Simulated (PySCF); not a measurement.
Sc²⁺: ionisation energy

Sc²⁺ [Ar] 3d1 (2D) → Sc³⁺ [Ar] (1S), as a difference of total energies. All numbers are calculated (PySCF 2.14, the spin-free X2C one-electron Hamiltonian (Gaussian nucleus), in aug-cc-pVQZ-DK (9s8p6d4f3g2h, 140 functions)). The calculations carry no spin-orbit coupling.

**Question.** Order these methods by the ionisation energy they give, lowest first.
A. r2SCAN
B. LDA
C. BLYP
D. PBE0

**Answer.** A (25.124 eV), D (25.186 eV), C (25.329 eV), B (25.378 eV).

A first-order spin-orbit estimate (lowest level to lowest level, LS coupling) adds 0.019 eV.

For comparison: 24.757 eV (measured; NIST Atomic Spectra Database, ionization energies).
